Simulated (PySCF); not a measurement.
A calculated (LDA, PySCF 2.14, aug-cc-pwCVTZ-X2C, scalar relativity by spin-free X2C-1e) atom or ion has these occupied shells.

```tsv
shell	electrons	orbital energy (eV)	rms radius, mean of both spins (bohr)
1s α	1	-37141.9	0.0292
1s β	1	-37141.9	0.0292
2s α	1	-5878.9	0.119
2s β	1	-5878.9	0.119
2p α	3	-5281.5	0.106
2p β	3	-5281.5	0.106
3s α	1	-1246.7	0.312
3s β	1	-1246.7	0.312
3p α	3	-1054.5	0.312
3p β	3	-1054.4	0.312
3d α	5	-771.60	0.290
3d β	5	-771.59	0.290
4s α	1	-249.89	0.717
4s β	1	-249.88	0.717
4p α	3	-187.61	0.764
4p β	3	-187.60	0.764
4d α	5	-96.539	0.864
4d β	5	-96.523	0.864
5s α	1	-40.548	1.73
5s β	1	-40.502	1.73
5p α	3	-25.527	2.03
5p β	3	-25.467	2.03
6p α	1	-5.916	5.55
```

Problem. Name the element and its charge.

Solution. Ba⁺ (barium, charge +1), in [Xe] 6p1, 2P determinant (an excited configuration).
